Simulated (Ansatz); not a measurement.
Molecule: dibromo(dimethyl)germane, C$_{2}$H$_{6}$Br$_{2}$Ge, charge 0, multiplicity 1. SMILES: [CH3][Ge]([CH3])([Br])[Br]
Geometry from a B3LYP-D3(BJ)/def2-TZVP (Ansatz, a quantum-chemistry and plane-wave program) optimisation:
```
Ge
C 1 1.9496
H 2 1.0877 1 109.33
H 2 1.0896 3 109.53 1 -119.73
H 2 1.0896 3 109.53 4 -120.54
C 1 1.9496 2 117.01 3 180.00
H 6 1.0877 1 109.33 2 180.00
H 6 1.0896 7 109.53 1 -119.73
H 6 1.0896 7 109.53 8 -120.54
Br 1 2.3364 2 107.95 3 58.09
Br 1 2.3364 2 107.95 3 -58.09
```
Charge 0, spin multiplicity 1.

Quantity: atomisation energy (electronic, to ground-state atoms), in kcal/mol. Correlated levels leave the core frozen unless marked. UHF or UKS for open shells. Spin-orbit coupling is left out. The frozen core is the preceding noble-gas configuration, with the filled d and f shells of earlier blocks. No relativistic terms. The coupled-cluster limit lacks core correlation, which all-electron functionals hold. CBS marks a two-point X^-3 extrapolation of the correlation energy; Hartree-Fock from the larger set.

```json
[
 {"level": "PBE0-D4/def2-TZVP", "program": "Ansatz + dftd4", "atomisation energy (kcal/mol)": "907.4"},
 {"level": "LC-wPBE/def2-TZVPD", "program": "Ansatz", "atomisation energy (kcal/mol)": "894.7"},
 {"level": "MP2/STO-3G", "program": "Ansatz", "atomisation energy (kcal/mol)": "979.8"},
 {"level": "MP2/aug-cc-pVDZ", "program": "Ansatz", "atomisation energy (kcal/mol)": "855.9"},
 {"level": "MP2/CBS(aug-cc-pVTZ,aug-cc-pVQZ)", "program": "Ansatz", "atomisation energy (kcal/mol)": "915.9"},
 {"level": "MP2/CBS(cc-pVTZ,cc-pVQZ)", "program": "Ansatz", "atomisation energy (kcal/mol)": "915.4"},
 {"level": "RI-MP2/aug-cc-pVTZ", "program": "Ansatz", "atomisation energy (kcal/mol)": "896.3"},
 {"level": "RI-MP2/aug-cc-pVQZ", "program": "Ansatz", "atomisation energy (kcal/mol)": "908.0"},
 {"level": "CCSD(T)/cc-pVQZ", "program": "Ansatz", "atomisation energy (kcal/mol)": "895.2"},
 {"level": "CCSD(T)/CBS(aug-cc-pVTZ,aug-cc-pVQZ)", "program": "Ansatz", "atomisation energy (kcal/mol)": "905.4"}
]
```
